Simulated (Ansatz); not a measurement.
CH₇InSi, SMILES `C[SiH2][InH2]`. The species carries charge 0 and has multiplicity 1. In: def2 effective core potential. Geometry: relaxed with PBE0-D4/def2-TZVP.

```xyz
10

C     0.882   -1.036   -0.918
Si    0.498   -0.110    0.679
In   -1.590    1.387    0.443
H     1.769   -1.660   -0.789
H     1.073   -0.340   -1.738
H     0.051   -1.683   -1.206
H     1.681    0.715    1.060
H     0.299   -1.099    1.779
H    -3.183    0.794    0.785
H    -1.480    3.031   -0.095
```

Q: What is the dipole moment at B3LYP/def2-TZVPP? (Best estimate.)

A: Computed: 0.98 D, with components (0.50, -0.61, -0.57) D in this frame, pointing from negative to positive charge.

Q: And with PBE, r2SCAN, ωB97M-V? (Best estimate.)

A: Computed: PBE 1.02 D, r2SCAN 1.03 D, ωB97M-V 0.92 D.

Q: Give the Mulliken charges with B3LYP, PBE, r2SCAN in def2-TZVPP. (An estimate is asked.)

A: The calculation gave: 
```tsv
atom	B3LYP	PBE	r2SCAN
C1	-0.40	-0.38	-0.30
Si2	0.10	0.01	0.09
In3	0.43	0.42	0.43
H4	0.11	0.11	0.08
H5	0.11	0.11	0.08
H6	0.11	0.11	0.08
H7	-0.08	-0.06	-0.08
H8	-0.08	-0.06	-0.08
H9	-0.15	-0.14	-0.15
H10	-0.15	-0.14	-0.15
```

B3LYP here is the variant with VWN-RPA as its local correlation; programs differ in this.
